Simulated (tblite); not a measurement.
Compound: C₆H₇F₃Si.
Bonds: F1–C2, C2–F3, C2–F4, C2–C5, C5–C6, C6–C7 (double), C7–C8, C8–C9 (double), C9–Si10, C6–Si10. Hydrogens: H11, H12 on C5; H13 on C7; H14 on C8; H15 on C9; H16, H17 on Si10.

Computed with GFN2-xTB (tblite), gas phase: L-BFGS steps from a force-field or distance-geometry start until the largest atomic force falls under 0.01 eV/Å.

Step 9: E = -878.9081 eV
```
atom  x, y, z in Å  |  force x, y, z in eV/Å
F1      3.6263   -0.1324   -0.3167    0.020   0.121   0.010
C2      2.3593    0.3183   -0.2715   -0.109  -0.041  -0.038
F3      2.1253    0.9020   -1.4615    0.042  -0.021   0.088
F4      2.3241    1.2939    0.6457    0.046  -0.021  -0.039
C5      1.3972   -0.8136    0.0263   -0.065  -0.021  -0.003
C6     -0.0161   -0.3448    0.1586   -0.040   0.030  -0.055
C7     -0.7885   -0.5060    1.2406   -0.029   0.004  -0.007
C8     -2.1625   -0.0325    1.1245    0.056  -0.041   0.087
C9     -2.5192    0.4998   -0.0493    0.077   0.008  -0.006
Si10   -1.0371    0.4813   -1.2118   -0.030   0.011  -0.055
H11     1.7632   -1.3126    0.9282   -0.065  -0.004   0.012
H12     1.4682   -1.4978   -0.8233    0.061  -0.086   0.033
H13    -0.4611   -0.9667    2.1620    0.033  -0.011   0.015
H14    -2.8283   -0.1344    1.9692    0.003  -0.005   0.035
H15    -3.5086    0.8813   -0.2310   -0.012   0.002  -0.011
H16    -1.2075   -0.4301   -2.3446    0.022   0.032  -0.016
H17    -0.5417    1.8062   -1.5554   -0.010   0.043  -0.050
```

Step 10: E = -878.9103 eV
```
atom  x, y, z in Å  |  force x, y, z in eV/Å
F1      3.6267   -0.1285   -0.3159    0.031   0.085   0.013
C2      2.3580    0.3159   -0.2694   -0.084   0.002  -0.058
F3      2.1215    0.8980   -1.4587    0.037   0.009   0.037
F4      2.3228    1.2925    0.6461    0.031  -0.004  -0.009
C5      1.3965   -0.8141    0.0266   -0.057  -0.047   0.000
C6     -0.0165   -0.3445    0.1538   -0.068   0.025   0.020
C7     -0.7857   -0.5059    1.2391   -0.054   0.019  -0.023
C8     -2.1604   -0.0315    1.1255    0.040  -0.034   0.043
C9     -2.5198    0.5009   -0.0489    0.089  -0.008   0.041
Si10   -1.0388    0.4856   -1.2152   -0.032  -0.026  -0.024
H11     1.7606   -1.3128    0.9276   -0.064  -0.015   0.071
H12     1.4721   -1.5021   -0.8180    0.052  -0.097  -0.021
H13    -0.4585   -0.9674    2.1618    0.031   0.009  -0.036
H14    -2.8271   -0.1351    1.9708    0.030   0.000   0.009
H15    -3.5118    0.8801   -0.2263    0.018  -0.002  -0.017
H16    -1.2048   -0.4288   -2.3479    0.016   0.046  -0.003
H17    -0.5416    1.8095   -1.5609   -0.016   0.038  -0.043
```

Step 11: E = -878.9121 eV
```
atom  x, y, z in Å  |  force x, y, z in eV/Å
F1      3.6272   -0.1234   -0.3150    0.023   0.039   0.014
C2      2.3556    0.3138   -0.2684   -0.025   0.030  -0.041
F3      2.1191    0.8951   -1.4559    0.015   0.037  -0.029
F4      2.3223    1.2912    0.6461   -0.001   0.008   0.019
C5      1.3948   -0.8155    0.0267   -0.033  -0.057  -0.001
C6     -0.0181   -0.3438    0.1501   -0.035   0.006   0.031
C7     -0.7840   -0.5057    1.2375   -0.064   0.014   0.006
C8     -2.1584   -0.0311    1.1268    0.012  -0.027   0.031
C9     -2.5190    0.5017   -0.0474    0.043   0.005   0.035
Si10   -1.0407    0.4888   -1.2186   -0.020  -0.030   0.010
H11     1.7571   -1.3131    0.9285   -0.067  -0.015   0.099
H12     1.4764   -1.5074   -0.8138    0.033  -0.089  -0.043
H13    -0.4557   -0.9678    2.1609    0.028   0.023  -0.073
H14    -2.8255   -0.1357    1.9723    0.047   0.003  -0.007
H15    -3.5137    0.8790   -0.2227    0.062  -0.012  -0.013
H16    -1.2023   -0.4268   -2.3507    0.008   0.047  -0.004
H17    -0.5420    1.8128   -1.5663   -0.026   0.020  -0.034
```

Step 12: E = -878.9138 eV
```
atom  x, y, z in Å  |  force x, y, z in eV/Å
F1      3.6279   -0.1181   -0.3140    0.001  -0.002   0.010
C2      2.3531    0.3123   -0.2679    0.029   0.036  -0.011
F3      2.1171    0.8932   -1.4540   -0.006   0.052  -0.072
F4      2.3217    1.2901    0.6464   -0.036   0.010   0.033
C5      1.3928   -0.8180    0.0268    0.007  -0.051  -0.004
C6     -0.0199   -0.3431    0.1471   -0.001  -0.021   0.031
C7     -0.7835   -0.5054    1.2363   -0.027   0.005   0.005
C8     -2.1564   -0.0312    1.1284   -0.022  -0.002  -0.005
C9     -2.5177    0.5026   -0.0455    0.006   0.008   0.032
Si10   -1.0427    0.4914   -1.2214    0.004  -0.015   0.037
H11     1.7526   -1.3136    0.9311   -0.072  -0.004   0.094
H12     1.4807   -1.5138   -0.8108    0.009  -0.062  -0.034
H13    -0.4527   -0.9677    2.1587    0.027   0.022  -0.075
H14    -2.8233   -0.1361    1.9737    0.040   0.002   0.001
H15    -3.5142    0.8776   -0.2196    0.080  -0.013  -0.011
H16    -1.1998   -0.4241   -2.3534   -0.002   0.040  -0.010
H17    -0.5429    1.8160   -1.5717   -0.038  -0.007  -0.021
```

Problem. Estimate the geometry and energy of step 13. (The exact step hangs on the optimiser's Hessian estimate; all steps are aligned on step 12, rigid shifts and turns removed.)

Solution. E = -878.9151 eV, largest force 0.096 eV/Å
```
atom  x, y, z in Å  |  force x, y, z in eV/Å
F1      3.6286   -0.1134   -0.3129   -0.019  -0.028   0.003
C2      2.3513    0.3115   -0.2678    0.051   0.025   0.011
F3      2.1152    0.8924   -1.4536   -0.015   0.049  -0.070
F4      2.3205    1.2892    0.6473   -0.063   0.002   0.027
C5      1.3912   -0.8211    0.0269    0.040  -0.026  -0.005
C6     -0.0215   -0.3429    0.1450    0.039  -0.041   0.002
C7     -0.7835   -0.5048    1.2351    0.014  -0.006   0.001
C8     -2.1550   -0.0314    1.1298   -0.035   0.014  -0.019
C9     -2.5163    0.5035   -0.0434   -0.019   0.012   0.009
Si10   -1.0443    0.4935   -1.2231    0.029   0.000   0.047
H11     1.7473   -1.3141    0.9353   -0.071   0.012   0.064
H12     1.4849   -1.5206   -0.8087   -0.012  -0.027  -0.005
H13    -0.4493   -0.9672    2.1554    0.027   0.011  -0.050
H14    -2.8205   -0.1365    1.9749    0.020   0.000   0.020
H15    -3.5134    0.8763   -0.2169    0.070  -0.003  -0.013
H16    -1.1976   -0.4209   -2.3561   -0.010   0.034  -0.013
H17    -0.5445    1.8186   -1.5771   -0.048  -0.029  -0.007
```

The energy changes by -0.0014 eV. The first-order estimate −F·Δx gives -0.0019 eV and the mean of the old and new forces, exact on a quadratic surface, -0.0014 eV. The step makes an angle of 62° with the force vector and moves no atom by more than 0.008 Å.

The cost below is that of the whole relaxation. Hardware: one thread, Arm Neoverse N1 (aarch64) (shared host). Cost: 0.78 s wall.
